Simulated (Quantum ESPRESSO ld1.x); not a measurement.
The numbers below are computed, except where a source is named.
Problem. Pb2+, 80 electrons, occupied as [Hg]. Level of theory: scalar-relativistic Kohn-Sham, PBE, spin-unpolarised, spherical densities, point nucleus (ld1.x of Quantum ESPRESSO 7.5). Some entries of the table are withheld. Estimate them.

orbital  occ.  eigenvalue (eV)  <1/r> (bohr^-1)
1s          2              (1)            101.5
2s          2       -15781.171            23.81
2p          6       -13536.068            20.91
3s          2        -3801.083            8.824
3p          6              (2)            7.979
3d         10              (3)            7.488
4s          2         -873.600            3.800
4p          6         -662.738            3.414
4d         10         -418.895            3.069
5s          2         -160.934            1.597
4f         14         -149.691            2.675
5p          6         -102.612            1.365
5d         10          -37.846            1.014
6s          2          -27.443              (4)
6p          0          -17.174           0.4512
7s          0           -9.102           0.2586

Solution. 
(1) 1s eigenvalue (eV): -88155.535
(2) 3p eigenvalue (eV): -3157.497
(3) 3d eigenvalue (eV): -2501.885
(4) 6s <1/r> (bohr^-1): 0.5866
